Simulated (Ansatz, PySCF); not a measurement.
Gas-phase reaction (SMILES): N[Si](F)(F)F + N (NH3) → N[Si](N)(F)F + F (HF); ammonia cleaves one Si-F bond, a model of a ligand-exchange step.

Each molecule is optimised on its own at B3LYP-D3(BJ)/def2-TZVP (Ansatz, an electronic-structure program), one conformer each, not searched for the lowest. Correlated levels leave the core frozen unless marked. No spin-orbit coupling. No relativistic terms. Basis-set limits of correlation are two-point, X^-3; Hartree-Fock from the larger set. The bracket is a focal-point correction in the basis named. Thermal terms are rigid-rotor harmonic-oscillator values from B3LYP-D3(BJ) frequencies (Ansatz or PySCF) at 298.15 K and 1 atm. 1 Eh = 627.5095 kcal/mol.

```csv
species,"E, RI-MP2/CBS(aug-cc-pV(T+d)Z,aug-cc-pV(Q+d)Z)+[CCSD(T)-MP2]/aug-cc-pV(T+d)Z (Ansatz) (Eh)","E, wB97X-V/def2-TZVPD (Ansatz) (Eh)",H - E (Eh)
N[Si](F)(F)F,-644.61537,-645.23909,0.04235
N (NH3),-56.50756,-56.56167,0.03799
N[Si](N)(F)F,-600.70038,-601.31722,0.06676
F (HF),-100.39388,-100.45520,0.01259
```

Work out ΔE and ΔH at 298.15 K at the first level, then ΔH at the second.


1. ΔE = [(-600.70038) + (-100.39388)] - [(-644.61537) + (-56.50756)] = 0.02867 Eh = 18.0 kcal/mol at RI-MP2/CBS(aug-cc-pV(T+d)Z,aug-cc-pV(Q+d)Z)+[CCSD(T)-MP2]/aug-cc-pV(T+d)Z.
2. The terms H - E add up to -0.00099 Eh, so ΔH = (0.02867 + (-0.00099))×627.5095 = 17.4 kcal/mol.
3. At wB97X-V/def2-TZVPD the same steps give ΔE = 17.8 and ΔH = 17.2 kcal/mol, a shift of -0.2 from the first level.
4. These values are not checked against measurement here, since the tables used lack a sound gas-phase enthalpy of formation for at least one species.
